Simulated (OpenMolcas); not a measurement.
# Fe VI: effect of the active space

```yaml
Program: OpenMolcas
Method: CASSCF or its RAS form
Basis: ANO-RCC-VQZP
Scalar_Hamiltonian: DKH2, point nucleus
Spin-orbit_coupling: RASSI with atomic mean-field integrals over the reference wave functions, term energies averaged over their components
```

A. 3 electrons in 5 orbitals (3d); 2S+1 = 4 even, 10 roots; 2S+1 = 2 even, 40 roots; cost about 13 core-seconds
B. 9 electrons in 8 orbitals (RAS1 3p, at most 2 holes; RAS2 3d); 2S+1 = 4 even, 10 roots; 2S+1 = 2 even, 40 roots; cost about 30 core-seconds
C. 3 electrons in 10 orbitals (3d 4d); 2S+1 = 4 even, 10 roots; 2S+1 = 2 even, 40 roots; cost about 26 core-seconds

Energies in cm-1 above 3d3 4F 3/2, the measured ground level; measured values from Corliss and Sugar, J. Phys. Chem. Ref. Data 11, 135 (1982).

```csv
Level,A,B,C,Measured
3d3 4F 3/2,0.0,0.0,0.0,0.0
3d3 4F 5/2,515,532,519,511
3d3 4F 7/2,1213,1249,1221,1188
3d3 4F 9/2,2072,2128,2086,2001
3d3 4P 1/2,23173,21742,22806,18738
3d3 4P 3/2,23365,21912,23005,18942
3d3 2G 7/2,23863,23843,23356,20616
3d3 4P 5/2,23998,22605,23656,19611
3d3 2G 9/2,24556,24579,24065,21315
3d3 2P 1/2,31410,28425,30867,26496
3d3 2H 9/2,31514,33132,30879,28724
3d3 2P 3/2 [73 %],31527,28473,30939,26215
3d3 2H 11/2,32023,33677,31410,29203
3d3 2D 3/2(1),34519,31225,33804,28628
3d3 2D 5/2(1),34822,31538,34087,28484
3d3 2F 7/2,53895,52745,52979,46217
3d3 2F 5/2,54200,53056,53283,46604
3d3 2D 5/2(2),84141,78321,82116,71708
3d3 2D 3/2(2),84502,78757,82445,72049
```

Deviations, from unrounded energies. A percentage is the sum of absolute deviations over the sum of measured energies, with the sign that they share, or ± where signs differ.

```json
{"Against measurement": "mean absolute deviation (cm-1)", "Levels": "18", "A": "4900", "B": "3400", "C": "4200"}
{"Against measurement": "fine structure of the ground term (%)", "Levels": "3", "A": "+2.7", "B": "+5.6", "C": "+3.4"}
{"Against measurement": "other terms of the ground configuration (%)", "Levels": "15", "A": "+17.5", "B": "+12.0", "C": "+15.1"}
```

B lies closest to measurement on these levels and A furthest from it. The largest miss of B in the table is 3d3 2D 3/2(2), by +6700 cm-1. The ranking rests on the paired levels alone, and a cruder setting can come out closer through cancelling errors.

Among A to C the level of the table that moves most is 3d3 2D 5/2(2), by 5800 cm-1 (lowest in B, highest in A).

Without dynamic correlation excited terms often stand tens of per cent too high (terms of higher spin than the ground term too low), and those without a measured partner can miss by more than the paired ones. Active for correlation alone: 3p; no level in the range computed is led by a configuration that opens it, so any true level of that kind is missing (holds for B). Active for correlation alone: 4d; no level in the range computed is led by a configuration that fills it, so any true level of that kind is missing (holds for C). Computed and measured levels are paired by configuration, term and J; levels that our copy of the source lacks, or whose pairing is in doubt (as where it misses far off the trend of its configuration), stay unpaired and out of the deviations. Levels of configurations outside the active space are missing.

A share in square brackets marks a mixed level and gives the weight of the term that names it, the lowest over the columns. A number in round brackets counts repeated terms of one configuration in the order of the reference energies.
